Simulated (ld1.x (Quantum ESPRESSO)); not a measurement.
## Which change was made? (Si, RRKJ)

* Element: silicon (Si)
* Generator: ld1.x (Quantum ESPRESSO) 7.5
* Type: norm-conserving RRKJ (Kleinman–Bylander form)
* Functional: PBE
* Relativity: non-relativistic
* Frozen core: [Ne]
* Valence charge: 4
* Reference configuration: 3s2 3p0 (charge +2)
* Partial waves: 3s (bound): rc 1.50 bohr; 3p (bound, empty): rc 1.35 bohr
* Local potential: all-electron potential smoothed inside 1.35 bohr (lloc = -1)
* Core correction: Bessel-smoothed model core inside 0.65 bohr
* rho0: 0.02

Cutoffs, loose and tight: the cutoffs (Ry, on a coarse ladder) from which the occupation-weighted sum of valence levels, in a spherical-Bessel basis at the reference potential, stays within 10 and 1 mRy of its value at 400 Ry. They do not see the model core or the augmentation charge, which bear on the density cutoff. Test errors are all-electron minus pseudo excitation energies from the reference, over the configurations 3s2 3p2; 3s2 3p1; 3s1 3p0; 3s1 3p3; 3s1 3p2; 3s0 3p4; 3s2 3p2.3; variants that change the core or the reference have their own tests.

The base gives: outcome: generated; cutoff, loose: 30 Ry; cutoff, tight: 50 Ry; bound ghosts: none; largest test error (meV): +36.

Question: After one change the result is: outcome: generated; cutoff, loose: 12 Ry; cutoff, tight: 25 Ry; bound ghosts: s, p; largest test error (meV): -16. Which change was it?
A. type ultrasoft; waves now 3s (bound): rcut 1.30, rcutus 1.50 bohr; 3s channel at -1.65 Ry: rcut 1.30, rcutus 1.50 bohr; 3p (bound): rcut 1.15, rcutus 1.35 bohr; 3p channel at 0.3 Ry: rcut 1.15, rcutus 1.35 bohr; local potential all-electron potential smoothed inside 1.30 bohr (lloc = -1); augmentation built from norm-conserving waves at rcut, not smoothed further; rho0 0
B. reference 3s2 3p1.5
C. core [He], valence charge 12; reference 2s2 2p6 3s2 3p2; waves now 2p (bound): rc 0.50 bohr; 2s (bound): rc 0.85 bohr; local potential the s channel; core correction none

Answer: A. The others give: core [He], valence charge 12; reference 2s2 2p6 3s2 3p2; waves now 2p (bound): rc 0.50 bohr; 2s (bound): rc 0.85 bohr; local potential the s channel; core correction none → outcome: generated, misses its reference levels by 0.43 eV; bound ghosts: none; largest test error (meV): -2394 | reference 3s2 3p1.5 → outcome: generated; cutoff, loose: 50 Ry; cutoff, tight: 70 Ry; bound ghosts: none; largest test error (meV): +54.
